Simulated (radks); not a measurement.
The numbers below are computed, except where a source is named.
Excited configurations of the manganese ion Mn2+: one electron is placed in a higher orbital outside [Ar] 3d4. The ground configuration is [Ar] 3d5. Code: a radial shooting solver on a logarithmic mesh with Libxc functionals. Model: non-relativistic Kohn-Sham, r2SCAN, spin-unpolarised, spherical densities, point nucleus; meta-GGA in the generalised Kohn-Sham scheme. Excitation = E - E(ground); binding = E(ion) - E, where the ion is the core of charge +3; n* = 3/sqrt(2 binding) in atomic units, and the quantum defect is n - n*.

outer orbital  excitation (eV)  binding (eV)     n*  quantum defect
4d                      20.726        11.793  3.222           0.778
4f                      25.011         7.508  4.039          -0.039
5s                      20.686        11.833  3.217           1.783
5p                      22.746         9.773  3.540           1.460
7d                      29.291         3.228  6.159           0.841
7f                      29.945         2.574  6.897           0.103

The Delta-SCF ionisation energy is 32.519 eV (NIST Atomic Spectra Database: 33.67 eV, measured). Self-interaction in the functional shifts the binding energies and quantum defects, so they are the method's values and not measured ones. Spin polarisation and multiplet splitting are left out, so open shells lie too high by an amount that depends on their filling.

Beside tabulated values, note that spin-unpolarised runs miss the spin-polarisation part of the exchange energy of open shells.
